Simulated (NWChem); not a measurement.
System: ZnSH, doublet; SMILES [SH][Zn]

Here is an NWChem input.

```
start job
memory heap 200 mb stack 900 mb global 1100 mb
geometry units angstroms
  Zn    -0.382318    -0.654530    -0.298451
  S      0.729970     1.315927     0.568241
  H      1.587927     0.612111     1.290467
end
basis spherical
  * library 6-31g*
end
dft
  odft
  mult 2
  xc b3lyp
  iterations 150
end
driver
  maxiter 120
end
task dft optimize
task dft freq
```

Excerpt of the output:

```
             Northwest Computational Chemistry Package (NWChem) 7.3.0
             --------------------------------------------------------

 CS  symmetry detected

                             Geometry "geometry" -> ""
                             -------------------------

 Output coordinates in angstroms (scale by  1.889725989 to convert to a.u.)

  No.       Tag          Charge          X              Y              Z
 ---- ---------------- ---------- -------------- -------------- --------------
    1 Zn                  30.0000    -0.01258294     0.87847086     0.00000000
    2 S                   16.0000    -0.05544212    -1.54417305     0.00000000
    3 H                    1.0000     1.26456192    -1.64735697     0.00000000

 Effective nuclear repulsion energy (a.u.)     116.8335196256

      Symmetry information
      --------------------

 Group name             Cs
 Group number              2
 Group order               2
 No. of unique centers     3

                                Z-matrix (autoz)
                                --------

 Units are Angstrom for bonds and degrees for angles

      Type          Name      I     J     K     L     M      Value
      ----------- --------  ----- ----- ----- ----- ----- ----------
    1 Stretch                  1     2                       2.42302
    2 Stretch                  2     3                       1.32403
    3 Bend                     1     2     3                93.45617

                           NWChem Geometry Optimization
                           ----------------------------

 maximum gradient threshold         (gmax) =   0.000450
 rms gradient threshold             (grms) =   0.000300
 maximum cartesian step threshold   (xmax) =   0.001800
 rms cartesian step threshold       (xrms) =   0.001200
 fixed trust radius                (trust) =   0.300000
 source of zmatrix                         =   autoz

          -------------------
          Energy Minimization
          -------------------

 Using diagonal initial Hessian
 Scaling for Hessian diagonals: bonds = 1.00  angles = 0.25  torsions = 0.10

          --------
          Step   0

                                 NWChem DFT Module
                                 -----------------

 Summary of "ao basis" -> "ao basis" (spherical)
 ------------------------------------------------------------------------------
       Tag                 Description            Shells   Functions and Types
 ---------------- ------------------------------  ------  ---------------------
 Zn                          6-31g*                 12       34   5s4p2d1f
 S                           6-31g*                  8       18   4s3p1d
 H                           6-31g*                  2        2   2s

      Symmetry analysis of basis
      --------------------------

        a'         38
        a"         16

            General Information
            -------------------
          SCF calculation type: DFT
          Wavefunction type:  spin polarized.
          No. of atoms     :     3
          No. of electrons :    47
           Alpha electrons :    24
            Beta electrons :    23
          Charge           :     0
          Spin multiplicity:     2
          Use of symmetry is: on ; symmetry adaption is: on
          Maximum number of iterations: 150
          AO basis - number of functions:    54
                     number of shells:    22
          Convergence on energy requested:  1.00D-06
          Convergence on density requested:  1.00D-05
          Convergence on gradient requested:  5.00D-04

              XC Information
              --------------
                         B3LYP Method XC Potential
                     Hartree-Fock (Exact) Exchange  0.200
                        Slater Exchange Functional  0.800 local
                    Becke 1988 Exchange Functional  0.720 non-local
              Lee-Yang-Parr Correlation Functional  0.810
                  VWN I RPA Correlation Functional  0.190 local

             Grid Information
             ----------------
          Grid used for XC integration:  medium
          Radial quadrature: Mura-Knowles
          Angular quadrature: Lebedev.
          Tag              B.-S. Rad. Rad. Pts. Rad. Cut. Ang. Pts.
          ---              ---------- --------- --------- ---------
          Zn                  1.35      112           9.0       590
          S                   1.00       88          10.0       590
          H                   0.35       45          10.0       434
          Grid pruning is: on
          Number of quadrature shells:   245
          Spatial weights used:  Erf1

      Superposition of Atomic Density Guess
      -------------------------------------

 Sum of atomic energies:       -2175.43500120

      Non-variational initial energy
      ------------------------------

 Total energy =   -2175.609999
 1-e energy   =   -3267.753051
 2-e energy   =     975.309533
 HOMO         =      -0.167325
 LUMO         =       0.063347

   Symmetry analysis of molecular orbitals - initial alpha
   -------------------------------------------------------

  Numbering of irreducible representations:

     1 a'          2 a"

  Orbital symmetries:

     1 a'          2 a'          3 a'          4 a'          5 a'
     6 a"          7 a'          8 a'          9 a'         10 a"
    11 a'         12 a'         13 a'         14 a"         15 a'
    16 a'         17 a'         18 a"         19 a'         20 a"
    21 a'         22 a'         23 a"         24 a'         25 a'
    26 a"         27 a'         28 a'         29 a'         30 a"
    31 a'         32 a'         33 a'         34 a'

   Symmetry analysis of molecular orbitals - initial beta
   ------------------------------------------------------

  Numbering of irreducible representations:

     1 a'          2 a"

  Orbital symmetries:

     1 a'          2 a'          3 a'          4 a'          5 a'
     6 a"          7 a'          8 a'          9 a'         10 a"
    11 a'         12 a'         13 a'         14 a"         15 a'
    16 a'         17 a'         18 a"         19 a'         20 a"
    21 a'         22 a'         23 a"         24 a'         25 a'
    26 a"         27 a'         28 a'         29 a'         30 a"
    31 a'         32 a'         33 a'         34 a'

   convergence    iter        energy       DeltaE   RMS-Dens  Diis-err
 ---------------- ----- ----------------- --------- --------- ---------
 d= 0,ls=0.0,diis     1  -2177.8356895691 -2.29D+03  1.19D-02  5.02D-02
                                                     9.67D-03  4.69D-02
 d= 0,ls=0.0,diis     2  -2177.8269383166  8.75D-03  5.25D-03  5.51D-02
                                                     6.60D-03  5.43D-02
 d= 0,ls=0.0,diis     3  -2177.8710533875 -4.41D-02  1.62D-03  5.78D-03
                                                     1.60D-03  5.74D-03
 d= 0,ls=0.0,diis     4  -2177.8753974777 -4.34D-03  3.07D-04  5.91D-04
                                                     2.72D-04  5.58D-04
 d= 0,ls=0.0,diis     5  -2177.8755680037 -1.71D-04  1.57D-04  5.82D-05
                                                     8.84D-05  5.98D-05
  Resetting Diis
 d= 0,ls=0.0,diis     6  -2177.8755870745 -1.91D-05  7.68D-05  2.65D-06
                                                     3.91D-05  2.11D-06
 d= 0,ls=0.0,diis     7  -2177.8755899259 -2.85D-06  1.19D-05  1.19D-07
                                                     1.54D-05  1.69D-07
 d= 0,ls=0.0,diis     8  -2177.8755900812 -1.55D-07  6.99D-06  7.35D-08
                                                     3.85D-06  5.17D-08

         Total DFT energy =    -2177.875590081188
      One electron energy =    -3266.763952662963
           Coulomb energy =     1069.386694370581
    Exchange-Corr. energy =      -97.331851414396
 Nuclear repulsion energy =      116.833519625591

 Numeric. integr. density =       46.999999968029

                  Occupations of the irreducible representations
                  ----------------------------------------------

                     irrep           alpha         beta
                     --------     --------     --------
                     a'               18.0         17.0
                     a"                6.0          6.0

                    DFT Final Alpha Molecular Orbital Analysis
                    ------------------------------------------

 Vector   22  Occ=1.000000D+00  E=-3.162781D-01  Symmetry=a'
              MO Center= -1.0D-02, -7.2D-01, -1.4D-15, r^2= 3.0D+00
   Bfn.  Coefficient  Atom+Function         Bfn.  Coefficient  Atom+Function
  ----- ------------  ---------------      ----- ------------  ---------------
    42     -0.480652  2 S  py                10      0.443551  1 Zn s
    46     -0.224478  2 S  py                38      0.185606  2 S  py
     6     -0.169462  1 Zn s                 44      0.168596  2 S  s
    40      0.166055  2 S  s                 41     -0.164843  2 S  px
    14     -0.156109  1 Zn s                 22     -0.086645  1 Zn d  2

 Vector   23  Occ=1.000000D+00  E=-2.436582D-01  Symmetry=a"
              MO Center= -4.1D-02, -1.4D+00,  2.0D-13, r^2= 1.7D+00
   Bfn.  Coefficient  Atom+Function         Bfn.  Coefficient  Atom+Function
  ----- ------------  ---------------      ----- ------------  ---------------
    43      0.670457  2 S  pz                47      0.419050  2 S  pz
    39     -0.256910  2 S  pz                13      0.083576  1 Zn pz
    19      0.064145  1 Zn d -1              17      0.055809  1 Zn pz
    24      0.030474  1 Zn d -1               9     -0.027787  1 Zn pz

[...]

      ----------------------
      Optimization converged
      ----------------------

  Step       Energy      Delta E   Gmax     Grms     Xrms     Xmax
  ---- ---------------- -------- -------- -------- -------- --------
@    7   -2177.87975396 -1.5D-08  0.00001  0.00001  0.00012  0.00024
                                     ok       ok       ok       ok

                                Z-matrix (autoz)
                                --------

 Units are Angstrom for bonds and degrees for angles

      Type          Name      I     J     K     L     M      Value     Gradient
      ----------- --------  ----- ----- ----- ----- ----- ---------- ----------
    1 Stretch                  1     2                       2.24140    0.00000
    2 Stretch                  2     3                       1.35355    0.00001
    3 Bend                     1     2     3                95.01411   -0.00000

                         Geometry "geometry" -> "geometry"
                         ---------------------------------

 Output coordinates in angstroms (scale by  1.889725989 to convert to a.u.)

  No.       Tag          Charge          X              Y              Z
 ---- ---------------- ---------- -------------- -------------- --------------
    1 Zn                  30.0000    -0.00234994     0.77600656     0.00000000
    2 S                   16.0000    -0.07255687    -1.46429382     0.00000000
    3 H                    1.0000     1.27144368    -1.62477190     0.00000000

 Effective nuclear repulsion energy (a.u.)     125.4208777839

      Symmetry information
      --------------------

 Group name             Cs
 Group number              2
 Group order               2
 No. of unique centers     3

                Final and change from initial internal coordinates
                --------------------------------------------------

                                Z-matrix (autoz)
                                --------

 Units are Angstrom for bonds and degrees for angles

      Type          Name      I     J     K     L     M      Value       Change
      ----------- --------  ----- ----- ----- ----- ----- ---------- ----------
    1 Stretch                  1     2                       2.24140   -0.18162
    2 Stretch                  2     3                       1.35355    0.02952
    3 Bend                     1     2     3                95.01411    1.55794

 ==============================================================================
                                internuclear distances
 ------------------------------------------------------------------------------
       center one      |      center two      | atomic units |  angstroms
 ------------------------------------------------------------------------------
    2 S                |   1 Zn               |     4.23563  |     2.24140
    3 H                |   2 S                |     2.55783  |     1.35355
 ------------------------------------------------------------------------------
                         number of included internuclear distances:          2
 ==============================================================================

[second-derivative integrals and response iterations left out]

  Vibrational analysis via the FX method

  See chapter 2 in "Molecular Vibrations" by Wilson, Decius and Cross

  Vib: Default input used

 ---------------------------- Atom information ----------------------------
     atom    #        X              Y              Z            mass
 --------------------------------------------------------------------------
    Zn       1 -4.4407406D-03  1.4664398D+00  0.0000000D+00  6.3929100D+01
    S        2 -1.3711261D-01 -2.7671141D+00  0.0000000D+00  3.1972070D+01
    H        3  2.4026802D+00 -3.0703737D+00  0.0000000D+00  1.0078250D+00
 --------------------------------------------------------------------------

[unprojected Hessian and modes left out]

        Vibrational analysis via the FX method
  --- with translations and rotations projected out ---
  --- via the Eckart algorithm                      ---
 Projected Nuclear Hessian trans-rot subspace norm:3.2519D-34
                         (should be close to zero!)

[projected Hessian left out]

 Rotational Constants
 --------------------
 A=   9.525840 cm-1  ( 13.705253 K)
 B=   0.153657 cm-1  (  0.221073 K)
 C=   0.151217 cm-1  (  0.217563 K)

 Temperature                      =   298.15K
 frequency scaling parameter      =   1.0000

 Zero-Point correction to Energy  =    5.015 kcal/mol  (  0.007992 au)
 Thermal correction to Energy     =    7.167 kcal/mol  (  0.011421 au)
 Thermal correction to Enthalpy   =    7.759 kcal/mol  (  0.012365 au)

 Total Entropy                    =   63.008 cal/mol-K
   - Translational                =   39.607 cal/mol-K (mol. weight =  96.9090)
   - Rotational                   =   21.506 cal/mol-K (symmetry #  =        1)
   - Vibrational                  =    1.895 cal/mol-K

 Cv (constant volume heat capacity) =    8.775 cal/mol-K
   - Translational                  =    2.979 cal/mol-K
   - Rotational                     =    2.979 cal/mol-K
   - Vibrational                    =    2.816 cal/mol-K

[normal modes left out]

 ----------------------------------------------------------------------------
 Normal Eigenvalue ||           Projected Infra Red Intensities
  Mode   [cm**-1]  || [atomic units] [(debye/angs)**2] [(KM/mol)] [arbitrary]
 ------ ---------- || -------------- ----------------- ---------- -----------
    1       -0.000 ||    0.001119           0.026         1.091       1.395
    2       -0.000 ||    0.000588           0.014         0.573       0.733
    3        0.000 ||    0.000537           0.012         0.523       0.669
    4        0.000 ||    0.003100           0.072         3.022       3.865
    5        0.000 ||    0.016695           0.385        16.276      20.818
    6        0.000 ||    0.000000           0.000         0.000       0.000
    7      319.751 ||    0.019444           0.449        18.955      24.245
    8      531.378 ||    0.021385           0.493        20.847      26.665
    9     2658.701 ||    0.009311           0.215         9.077      11.610
 ----------------------------------------------------------------------------
```

Level: B3LYP/6-31G* (spherical d), spin-unrestricted. In the optimisation the excess spin sits in a' (Cs, its own frame). This spin state was assumed; another may lie lower. B3LYP is NWChem's, with the RPA form of VWN correlation.
